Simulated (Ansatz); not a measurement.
Cost and result for the atomization energy of C$_{2}$H$_{8}$AlFSi, SMILES `CC[SiH](F)[AlH2]` (13 atoms, 12 bonds).

Z-matrix (Å, degrees):
```
C
C 1 1.527
H 1 1.092 2 111.2
H 1 1.093 2 111.5 3 -120.2
H 1 1.093 2 111.2 3 119.7
Si 2 1.875 1 113.6 3 -59.6
H 2 1.097 1 110.7 3 179.9
H 2 1.096 1 110.4 3 63.0
Al 6 2.473 2 114.3 1 -179.6
F 6 1.618 2 107.8 1 57.4
H 6 1.497 2 107.6 1 -56.1
H 9 1.589 6 122.6 2 -122.4
H 9 1.592 6 118.7 2 57.7
```

Charge 0, multiplicity 1. All single points use the PBE0-D4/def2-TZVP geometry. It is one conformer, not always the lowest. Program: Ansatz. All runs use 4 threads of an Arm Neoverse V2 on a shared host. Times are those of one run each, without the atoms' runs, and a repeat can differ threefold. Electronic energies, without spin–orbit coupling; frozen cores. CCSD(T)/CBS adds CCSD(T) − MP2 in def2-TZVPP to the MP2 limit, and its time is that of the two runs behind it. T1 = 0.011. B3LYP takes the VWN-RPA correlation (the form of Gaussian; ORCA's B3LYP/G).

CCSD(T)/CBS is a level of theory with its own doubt, some kJ/mol a heavy atom from the limit and from the frozen cores, so smaller differences don't rank the functionals.

```
                             level  functions  wall time  atomization (kJ/mol)  difference from CCSD(T)/CBS  per bond
   PBE-D4/def2-TZVPP (with forces)        289      2.6 s                4524.2                         11.4       0.9
                PBE0-D4/def2-TZVPP        289      3.1 s                4485.1                        -27.7      -2.3
r2SCAN-D4/def2-TZVPP (with forces)        289      4.7 s                4509.8                         -3.0      -0.2
 B3LYP-D4/def2-TZVPP (with forces)        289      4.8 s                4496.2                        -16.6      -1.4
                 B2PLYP/def2-TZVPP        289      5.5 s                4449.7                        -63.1      -5.3
                ωB97X-V/def2-TZVPP        289      8.5 s                4524.3                         11.5       1.0
  ωB97M-V/def2-TZVPP (with forces)        289       12 s                4507.4                         -5.4      -0.4
                    MP2/def2-QZVPP        551       23 s                4500.1                        -12.7      -1.1
                CCSD(T)/def2-TZVPP        289      3 min                4405.0                       -107.8      -9.0
                 CCSD(T)/CBS(def2)          –    3.4 min                4512.8                          0.0       0.0
```

From PBE to PBE0 (25 % exact exchange), in def2-TZVPP and without D4, the atomization energy moves by −35.4 kJ/mol: exact exchange takes away binding that semilocal exchange gives to molecules. In def2-TZVPP, CCSD(T) changes the Hartree–Fock value by +970.7 kJ/mol (the triples alone add +46.6 kJ/mol) and MP2 by +1001.4 kJ/mol; breaking electron pairs costs correlation energy, which Hartree–Fock lacks. The D4 term adds +40.7 kJ/mol with B3LYP and +21.6 kJ/mol with PBE0; it sums over pairs of atoms, weighted by their polarisabilities, and B3LYP, whose exchange is more repulsive, gets the larger term.
